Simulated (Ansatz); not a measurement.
`C[CH2][AlH][AlH][SiH3]` + `N=C(O)CO` → `OC/C(O)=N\[SiH3]` + `C[CH2][AlH][AlH2]`  (cleavage of the Si–Al bond)

Program: Ansatz. Geometries: PBE0-D4/def2-TZVP. ΔE: electronic, gas phase. CCSD(T)/CBS is the MP2 limit (def2-TZVPP, def2-QZVPP) plus CCSD(T) − MP2 in def2-TZVPP, frozen cores. Functionals use def2-TZVPP. B3LYP here is the variant with VWN-RPA as its local correlation; programs differ in this. One conformer a species, not always the lowest.

Question: Is it downhill or uphill in electronic energy at CCSD(T)/CBS, and by how much? (An estimate is asked.)

Answer: Computed: Downhill: ΔE = -8.6 kcal/mol.

Question: What do these levels give: ωB97X-V, ωB97M-V, PBE, B3LYP, HF/def2-TZVPP, MP2/def2-TZVPP, CCSD/def2-TZVPP, CCSD(T)/def2-TZVPP, MP2/def2-QZVPP, SCS-MP2/def2-QZVPP, MP2/CBS(def2), CCSD/CBS(def2)? (Best estimate.)

Answer: Computed: ωB97X-V -9.0, ωB97M-V -10.4, PBE -4.1, B3LYP -8.2, HF/def2-TZVPP -11.7, MP2/def2-TZVPP -10.9, CCSD/def2-TZVPP -8.3, CCSD(T)/def2-TZVPP -8.1, MP2/def2-QZVPP -11.2, SCS-MP2/def2-QZVPP -11.2, MP2/CBS(def2) -11.3, CCSD/CBS(def2) -8.8 kcal/mol.

Largest T1 diagnostic among the species: 0.013.

The D4 term adds −1.5 kcal/mol with B3LYP and −0.8 kcal/mol with PBE0; it sums over pairs of atoms, weighted by their polarisabilities, and B3LYP, whose exchange is more repulsive, gets the larger term. From PBE to PBE0 (25 % exact exchange), in def2-TZVPP and without D4, ΔE moves by −1.2 kcal/mol.
